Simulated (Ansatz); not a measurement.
Isolated molecules relaxed with PBE0-D4/def2-TZVP in Ansatz; ΔE leaves out vibrations. CCSD(T)/CBS is the MP2 limit (def2-TZVPP, def2-QZVPP) plus CCSD(T) − MP2 in def2-TZVPP, frozen cores. This one scheme is used for every species. One conformer a species, not always the lowest.

Consider the formal exchange of groups at the Si–Si bond: `[SiH3][SiH2][SiH2][SiH3]` + `[SiH3][SiH2][SiH3]` → `[SiH3][SiH2][SiH2][SiH2][SiH2][SiH3]` + SiH₄.

```
                               species  CCSD(T)/CBS(def2) energy (Eh)
            `[SiH3][SiH2][SiH2][SiH3]`                    -1162.31008
                  `[SiH3][SiH2][SiH3]`                     -872.02658
`[SiH3][SiH2][SiH2][SiH2][SiH2][SiH3]`                    -1742.87807
                                  SiH₄                     -291.46306
```

**Question.** Work out ΔE.

**Answer.** ΔE = (-1742.87807) + (-291.46306) − (-1162.31008) − (-872.02658) = -0.00447 Eh = -11.7 kJ/mol.

Largest T1 diagnostic among the species: 0.014.

From BLYP to BHLYP (50 % exact exchange), in def2-TZVPP and without D4, ΔE moves by −4.6 kJ/mol. In def2-TZVPP, CCSD(T) changes the Hartree–Fock value by −16.7 kJ/mol (the triples alone add −3.2 kJ/mol) and MP2 by −19.3 kJ/mol. The D4 term adds −16.7 kJ/mol with B3LYP and −10.4 kJ/mol with PBE0; it sums over pairs of atoms, weighted by their polarisabilities, and B3LYP, whose exchange is more repulsive, gets the larger term.

B3LYP here is the variant with VWN-RPA as its local correlation; programs differ in this.
